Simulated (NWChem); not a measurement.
Program: NWChem. System: C3H8N, charge 0, spin multiplicity 2, at a geometry optimised with UB3LYP/def2-SVP. The structure started from a generated list of species. Its SCF solution wasn't tested for a lower state. Level: UTPSS/def2-TZVP.

Job file:

```
start mol
memory heap 200 mb stack 900 mb global 1100 mb
geometry units angstroms nocenter noautoz noautosym
  C     -0.630628     1.309449     0.159861
  C     -0.032885    -0.046251     0.371392
  C      1.435215    -0.117578    -0.050555
  N     -0.787947    -1.102548    -0.348809
  H     -0.393712     1.876726    -0.747353
  H     -1.477044     1.651311     0.763484
  H     -0.099188    -0.306725     1.443041
  H      2.051504     0.583584     0.532956
  H      1.546940     0.147588    -1.116832
  H      1.823441    -1.138162     0.086411
  H     -0.799583    -0.882790    -1.348492
  H     -1.766940    -1.087415    -0.055739
end
basis spherical
  * library def2-tzvp
end
dft
  xc xtpss03 ctpss03
  odft
  mult 2
  semidirect memsize 60000000 filesize 0
  iterations 100
  grid fine
end
task dft energy
```

Part of the output:

```
             Northwest Computational Chemistry Package (NWChem) 7.3.0
             --------------------------------------------------------

                                NWChem Input Module
                                -------------------

 Scaling coordinates for geometry "geometry" by  1.889725989
 (inverse scale =  0.529177249)

                             Geometry "geometry" -> ""
                             -------------------------

 Output coordinates in angstroms (scale by  1.889725989 to convert to a.u.)

  No.       Tag          Charge          X              Y              Z
 ---- ---------------- ---------- -------------- -------------- --------------
    1 C                    6.0000    -0.63062800     1.30944900     0.15986100
    2 C                    6.0000    -0.03288500    -0.04625100     0.37139200
    3 C                    6.0000     1.43521500    -0.11757800    -0.05055500
    4 N                    7.0000    -0.78794700    -1.10254800    -0.34880900
    5 H                    1.0000    -0.39371200     1.87672600    -0.74735300
    6 H                    1.0000    -1.47704400     1.65131100     0.76348400
    7 H                    1.0000    -0.09918800    -0.30672500     1.44304100
    8 H                    1.0000     2.05150400     0.58358400     0.53295600
    9 H                    1.0000     1.54694000     0.14758800    -1.11683200
   10 H                    1.0000     1.82344100    -1.13816200     0.08641100
   11 H                    1.0000    -0.79958300    -0.88279000    -1.34849200
   12 H                    1.0000    -1.76694000    -1.08741500    -0.05573900

 Effective nuclear repulsion energy (a.u.)     126.7833264043

            Nuclear Dipole moment (a.u.)
            ----------------------------
        X                 Y               Z
 ---------------- ---------------- ----------------
     0.0000018897     0.0000018897     0.0000018897


 Summary of "ao basis" -> "" (spherical)
 ------------------------------------------------------------------------------
       Tag                 Description            Shells   Functions and Types
 ---------------- ------------------------------  ------  ---------------------
 *                         def2-tzvp                  on all atoms

                                 NWChem DFT Module
                                 -----------------

 Summary of "ao basis" -> "ao basis" (spherical)
 ------------------------------------------------------------------------------
       Tag                 Description            Shells   Functions and Types
 ---------------- ------------------------------  ------  ---------------------
 C                         def2-tzvp                11       31   5s3p2d1f
 N                         def2-tzvp                11       31   5s3p2d1f
 H                         def2-tzvp                 4        6   3s1p

 Summary of "ao basis" -> "ao basis" (spherical)
 ------------------------------------------------------------------------------
       Tag                 Description            Shells   Functions and Types
 ---------------- ------------------------------  ------  ---------------------
 C                         def2-tzvp                11       31   5s3p2d1f
 N                         def2-tzvp                11       31   5s3p2d1f
 H                         def2-tzvp                 4        6   3s1p

            General Information
            -------------------
          SCF calculation type: DFT
          Wavefunction type:  spin polarized.
          No. of atoms     :    12
          No. of electrons :    33
           Alpha electrons :    17
            Beta electrons :    16
          Charge           :     0
          Spin multiplicity:     2
          Use of symmetry is: off; symmetry adaption is: off
          Maximum number of iterations: 100
          AO basis - number of functions:   172
                     number of shells:    76
          Convergence on energy requested:  1.00D-06
          Convergence on density requested:  1.00D-05
          Convergence on gradient requested:  5.00D-04

              XC Information
              --------------
                  TPSS metaGGA Exchange Functional  1.000
             TPSS03 metaGGA Correlation Functional  1.000

             Grid Information
             ----------------
          Grid used for XC integration:  fine
          Radial quadrature: Mura-Knowles
          Angular quadrature: Lebedev.
          Tag              B.-S. Rad. Rad. Pts. Rad. Cut. Ang. Pts.
          ---              ---------- --------- --------- ---------
          C                   0.70       70          11.0       590
          N                   0.65       70          11.0       590
          H                   0.35       60          12.0       590
          Grid pruning is: on
          Number of quadrature shells:   760
          Spatial weights used:  Erf1

          Convergence Information
          -----------------------
          Convergence aids based upon iterative change in
          total energy or number of iterations.
          Levelshifting, if invoked, occurs when the
          HOMO/LUMO gap drops below (HL_TOL):  1.00D-02
          DIIS, if invoked, will attempt to extrapolate
          using up to (NFOCK): 10 stored Fock matrices.

                    Damping( 0%)  Levelshifting(0.5)       DIIS
                  --------------- ------------------- ---------------
          dE  on:    start            ASAP                start
          dE off:    2 iters        100 iters           100 iters

      Screening Tolerance Information
[...]
    45      0.802511   2 C  pz              127      0.717860   5 H  s
    98     -0.578833   4 N  s               169     -0.459623  12 H  s

 Vector   20  Occ=0.000000D+00  E= 6.204087D-02
              MO Center=  6.8D-02, -3.4D-01, -2.1D-01, r^2= 8.6D+00
   Bfn.  Coefficient  Atom+Function         Bfn.  Coefficient  Atom+Function
  ----- ------------  ---------------      ----- ------------  ---------------
    67      3.978295   3 C  s               151     -1.636082   9 H  s
    98     -1.447579   4 N  s               157     -1.253922  10 H  s
   169      1.115324  12 H  s               145     -1.072196   8 H  s
   139     -0.791143   7 H  s               127     -0.784281   5 H  s
    45      0.710489   2 C  pz               43     -0.654492   2 C  px

                     DFT Final Beta Molecular Orbital Analysis
                     -----------------------------------------

 Vector   14  Occ=1.000000D+00  E=-3.226525D-01
              MO Center=  6.8D-01, -5.6D-02,  4.8D-02, r^2= 3.0D+00
   Bfn.  Coefficient  Atom+Function         Bfn.  Coefficient  Atom+Function
  ----- ------------  ---------------      ----- ------------  ---------------
   156     -0.201573  10 H  s                69      0.194061   3 C  py
     7      0.148427   1 C  py               37      0.147974   2 C  px
    72      0.144846   3 C  py               68     -0.140289   3 C  px
   155     -0.138243  10 H  s               150      0.119603   9 H  s
   132      0.118616   6 H  s                40      0.114383   2 C  px

 Vector   15  Occ=1.000000D+00  E=-3.016198D-01
              MO Center=  1.7D-01,  1.5D-01,  2.0D-01, r^2= 2.9D+00
   Bfn.  Coefficient  Atom+Function         Bfn.  Coefficient  Atom+Function
  ----- ------------  ---------------      ----- ------------  ---------------
    39      0.214425   2 C  pz              138      0.206689   7 H  s
    68      0.161521   3 C  px               42      0.158327   2 C  pz
    70     -0.143160   3 C  pz               37     -0.141599   2 C  px
   139      0.137037   7 H  s               150      0.133297   9 H  s
   137      0.131734   7 H  s                71      0.125240   3 C  px

 Vector   16  Occ=1.000000D+00  E=-2.134609D-01
              MO Center= -6.2D-01, -8.5D-01, -2.0D-01, r^2= 1.9D+00
   Bfn.  Coefficient  Atom+Function         Bfn.  Coefficient  Atom+Function
  ----- ------------  ---------------      ----- ------------  ---------------
   100      0.315391   4 N  py              106      0.294741   4 N  py
   103      0.265532   4 N  py               97     -0.192329   4 N  s
    99     -0.162242   4 N  px              102     -0.134177   4 N  px
    36     -0.124463   2 C  s                38     -0.116225   2 C  py
    96     -0.115567   4 N  s                 4     -0.110622   1 C  s

 Vector   17  Occ=0.000000D+00  E=-8.210648D-02
              MO Center= -6.0D-01,  1.0D+00,  1.3D-01, r^2= 2.5D+00
   Bfn.  Coefficient  Atom+Function         Bfn.  Coefficient  Atom+Function
  ----- ------------  ---------------      ----- ------------  ---------------
    98      0.312327   4 N  s                12      0.283277   1 C  px
    14      0.277337   1 C  pz               13      0.260074   1 C  py
     6      0.236156   1 C  px              106      0.220504   4 N  py
     8      0.197286   1 C  pz                9      0.197743   1 C  px
     7      0.187341   1 C  py              100      0.173375   4 N  py

 Vector   18  Occ=0.000000D+00  E= 2.505654D-02
              MO Center= -4.2D-01, -2.7D-01, -1.4D-01, r^2= 7.7D+00
   Bfn.  Coefficient  Atom+Function         Bfn.  Coefficient  Atom+Function
  ----- ------------  ---------------      ----- ------------  ---------------
    67      2.318778   3 C  s                36      1.664758   2 C  s
   139     -1.040427   7 H  s               169     -1.027875  12 H  s
   145     -0.963460   8 H  s               151     -0.960892   9 H  s
    98      0.858793   4 N  s               157     -0.805876  10 H  s
   163     -0.806024  11 H  s               133     -0.675382   6 H  s

 Vector   19  Occ=0.000000D+00  E= 5.831646D-02
              MO Center= -2.3D-01, -8.9D-02, -6.5D-02, r^2= 7.5D+00
   Bfn.  Coefficient  Atom+Function         Bfn.  Coefficient  Atom+Function
  ----- ------------  ---------------      ----- ------------  ---------------
    36      2.558764   2 C  s               139     -2.073663   7 H  s
    67     -2.032968   3 C  s               151      1.242539   9 H  s
   163      1.101041  11 H  s               127      0.770781   5 H  s
   133     -0.760359   6 H  s                45      0.738671   2 C  pz
   169     -0.587085  12 H  s                12     -0.416890   1 C  px

   alpha - beta orbital overlaps
   -----------------------------

   alpha      1      2      3      4      5      6      7      8      9     10
    beta      1      2      4      3      5      6      7      8      9     10
 overlap   1.000  1.000  1.000  1.000  1.000  0.991  0.983  0.991  0.999  0.999

   alpha     11     12     13     14     15     16     17     18     19     20
    beta     11     12     13     14     15     16     17     18     19     20
 overlap   0.998  0.997  0.974  0.973  1.000  0.960  0.950  0.996  0.992  0.977

   alpha     21     22     23     24     25     26     27     28     29     30
    beta     21     22     23     24     25     26     27     28     29     30
 overlap   0.980  0.995  0.992  0.963  0.964  0.984  0.985  0.968  0.965  0.841

   alpha     31     32     33     34     35     36     37     38     39     40
    beta     31     32     33     34     35     36     37     38     39     42
 overlap   0.814  0.955  0.898  0.903  0.899  0.978  0.973  0.975  0.971  0.768

   alpha     41     42     43     44     45     46     47     48     49     50
    beta     40     41     43     44     45     46     47     48     49     50
 overlap   0.839  0.960  0.832  0.819  0.621  0.843  0.887  0.999  0.995  0.997

   alpha     51     52     53     54     55     56     57     58     59     60
    beta     51     52     53     54     55     56     57     58     59     60
 overlap   0.943  0.941  0.840  0.850  0.973  0.987  0.990  0.951  0.956  0.990

   alpha     61     62     63     64     65     66     67     68     69     70
    beta     61     62     63     64     65     66     67     68     69     70
 overlap   0.984  0.929  0.919  0.905  0.976  0.969  0.954  0.955  0.999  0.994

   alpha     71     72     73     74     75     76     77     78     79     80
    beta     71     73     72     74     77     75     76     78     79     80
 overlap   0.969  0.893  0.926  0.988  0.723  0.946  0.799  0.934  0.934  0.979

   alpha     81     82     83     84     85     86     87     88     89     90
    beta     81     82     83     84     85     86     87     88     89     90
 overlap   0.980  0.991  0.994  0.921  0.916  0.900  0.897  0.995  0.979  0.937

   alpha     91     92     93     94     95     96     97     98     99    100
    beta     91     92     93     94     95     96     97     98     99    101
 overlap   0.940  0.876  0.878  0.989  0.980  0.988  0.968  0.959  0.994  0.738

   alpha    101    102    103    104    105    106    107    108    109    110
    beta    100    102    103    104    105    106    107    108    109    110
 overlap   0.747  0.994  0.986  0.993  0.988  0.992  0.878  0.876  0.960  0.950

   alpha    111    112    113    114    115    116    117    118    119    120
    beta    111    112    113    114    115    116    117    118    119    120
 overlap   0.993  0.935  0.986  0.977  0.988  0.995  0.988  0.994  0.894  0.815

   alpha    121    122    123    124    125    126    127    128    129    130
    beta    121    122    123    124    125    126    127    128    129    130
 overlap   0.920  0.833  0.913  0.910  0.932  0.963  0.832  0.840  0.959  0.968

   alpha    131    132    133    134    135    136    137    138    139    140
    beta    131    132    133    134    135    136    137    138    139    140
 overlap   0.977  0.944  0.955  0.970  0.950  0.903  0.791  0.863  0.995  0.997

   alpha    141    142    143    144    145    146    147    148    149    150
    beta    141    142    143    144    145    146    147    148    149    150
 overlap   0.995  0.929  0.932  0.979  0.975  0.976  0.984  0.950  0.911  0.708

   alpha    151    152    153    154    155    156    157    158    159    160
    beta    151    152    153    154    156    155    157    158    159    160
 overlap   0.715  0.987  0.895  0.901  0.773  0.816  0.971  0.909  0.810  0.834

   alpha    161    162    163    164    165    166    167    168    169    170
    beta    161    162    163    164    165    166    167    168    169    170
 overlap   0.998  0.999  0.999  0.999  0.999  0.999  1.000  1.000  1.000  1.000

   alpha    171    172
    beta    171    172
 overlap   1.000  1.000

     --------------------------
     Expectation value of S2:
     --------------------------
      <S2> =      0.7555 (Exact =     0.7500)

 center of mass
 --------------
 x =  -0.02866878 y =  -0.02736661 z =   0.01425430

 moments of inertia (a.u.)
 ------------------
         207.645678052820           3.367166404647          -4.819184629129
           3.367166404647         230.950077299963         -30.314131878896
          -4.819184629129         -30.314131878896         364.827343232726

     Multipole analysis of the density
     ---------------------------------

     L   x y z        total         alpha         beta         nuclear
     -   - - -        -----         -----         ----         -------
     0   0 0 0     -0.000000    -17.000000    -16.000000     33.000000

     1   1 0 0     -0.248211      0.436293     -0.684505      0.000002
     1   0 1 0      0.221093     -0.921111      1.142202      0.000002
     1   0 0 1     -0.116195     -0.200050      0.083853      0.000002

     2   2 0 0    -18.733575    -73.437440    -70.755694    125.459560
     2   1 1 0      0.250090      2.846423      1.142138     -3.738471
     2   1 0 1     -0.090754     -1.159956     -0.836977      1.906178
     2   0 2 0    -23.098384    -67.064969    -59.078513    103.045099
     2   0 1 1     -0.340278     -9.149378     -7.600217     16.409318
     2   0 0 2    -18.784366    -25.095214    -23.800745     30.111593

 Task  times  cpu:       99.5s     wall:       99.5s

 Total times  cpu:       99.5s     wall:       99.5s
```
